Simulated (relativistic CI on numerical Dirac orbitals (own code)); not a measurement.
Computed by Dirac-Coulomb-Breit CI, separate exchange-only KLI orbitals for each configuration, model QED, unscaled Slater integrals (own radial code, finite nucleus).

The strongest absorption lines from the ground level of an ion, among the configurations computed and to levels below about 12500 eV (vacuum wavelength in nm, gf): 0.09993 (0.09), 0.10315 (0.26), 0.11365 (0.5), 0.12819 (0.28), 0.13197 (0.76), 0.13262 (0.65), 0.14878 (2.3), 0.16280 (0.15).

Problem. Which ion is it?
A. Lu⁶¹⁺
B. Lu⁶³⁺
C. Lu⁵⁹⁺
D. Dy⁵⁶⁺

Solution. A. Lu⁶¹⁺ has 10 electrons and the ground level 2s2 2p6 1S_0; the strongest line goes to 2s2 2p5 3d 1P°_1. The pattern of lines fixes the number of electrons, and along that sequence the line energies rise steadily with the charge (about as its square where n changes within one kind of shell, about linearly where n is kept but much faster in heavy ions where fine structure, which grows about as Z⁴, sets the gap, and irregularly where shells cross), which fixes Z. Configurations outside the model, such as inner-shell arrays, can give stronger lines. At this charge energies of transitions that change n are usually good to better than 1 %, and those within a shell (Δn = 0) to a few per cent.

LS names give the leading component of a level, which can be under half, so a name can repeat, a term be missing and a line seem to break the LS rules.
